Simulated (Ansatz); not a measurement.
A nudged elastic band was laid between two geometries of H2O + H2O + H4Sn (11 atoms, charge 0, multiplicity 1).

Theory: Ansatz, RKS r2SCAN/def2-SVP.

```
movable images  : 7
climbing image  : yes
spring          : 5.0 eV/Å²
optimiser       : quadratic models (default)
start path      : through a guess of the saddle point
force threshold : 0.05 eV/Å
iteration limit : 60
end points      : relaxed
```

First end point:

```xyz
11
Properties=species:S:1:pos:R:3
Sn -0.460 1.223 -1.174
H 0.179 1.303 0.423
H 0.718 0.711 -2.296
H -1.917 0.343 -1.216
H -0.833 2.867 -1.560
H 0.342 -1.475 0.481
O 0.196 -1.541 -0.486
H 0.643 0.052 1.930
O 0.486 -0.867 2.200
H 1.068 -1.769 -0.833
H -0.422 -0.846 2.532
```

Last end point:

```xyz
11
Properties=species:S:1:pos:R:3
Sn -0.557 0.341 -1.720
H 1.021 0.751 3.983
H -0.457 0.129 -3.434
H -2.152 0.033 -1.201
H 0.104 1.853 -1.289
H 0.426 -0.594 0.612
O 0.604 -1.180 -1.052
H 0.788 0.639 3.268
O -0.153 0.050 1.079
H 1.208 -1.513 -1.729
H -0.831 -0.509 1.482
```

Task: Which bonds break or form, and what moves?

Result: Bonds broken: Sn1–H2, H6–O7, H8–O9. Bonds formed: Sn1–O7, H2–H8, H6–O9. H2O + H2O + H4Sn becomes H2 + H2O + H4OSn.

Task: What energy profile does the band end with?

Result: It converged. The highest image is number 2 of 0 to 8, 1.19 eV above the first end and 1.04 eV above the last; the last end lies 0.15 eV above the first. A vibrational analysis at the climbing image gives one clearly imaginary mode, 1127i cm⁻¹: a first-order saddle point. The orbitals stay closed-shell, which can raise the energy where a bond breaks towards radicals; this wasn't checked here.

```csv
image,path coordinate (Å),energy (eV),Sn1–H2 (Å),H6–O7 (Å),H8–O9 (Å)
0,0.00,0.00,1.72,0.98,0.97
1,1.47,0.21,1.72,0.99,0.98
2,2.93,1.19,2.02,1.27,1.21
3,4.25,0.31,3.00,1.76,2.16
4,5.56,0.27,3.66,1.79,2.29
5,6.88,0.19,4.08,1.77,2.36
6,8.19,0.17,4.77,1.77,2.43
7,9.50,0.15,5.44,1.77,2.44
8,10.82,0.15,5.93,1.77,2.45
```

Task: What is the geometry of the highest image?

Result: 
```xyz
11
Properties=species:S:1:pos:R:3:forces:R:3
Sn -0.442 0.791 -1.143 0.02 -0.02 -0.01
H -0.632 0.877 0.865 0.01 -0.02 0.01
H 0.077 0.187 -2.703 -0.01 0.01 0.01
H -2.157 0.824 -1.221 -0.01 0.00 0.00
H 0.379 2.298 -0.999 0.00 0.01 0.00
H 0.685 -0.989 0.840 0.02 -0.01 0.01
O 0.415 -1.037 -0.399 -0.03 0.01 -0.02
H -0.059 0.276 1.475 -0.02 0.01 -0.01
O 0.658 -0.600 1.912 0.02 0.02 0.04
H 1.016 -1.448 -1.036 0.00 0.01 0.00
H 0.062 -1.180 2.410 -0.02 0.00 -0.03
```

Task: What are the harmonic wavenumbers there?

Result: 1127i, 104, 184, 265, 352, 452, 493, 543, 589, 625, 646, 704, 781, 816, 874, 962, 1301, 1455, 1521, 1523, 1750, 1775, 1872, 1906, 1939, 3812, 3840 cm⁻¹.

Time of the run: 10 min on 2 threads of Arm Neoverse V1, on a shared host, peak memory 0.15 GiB.
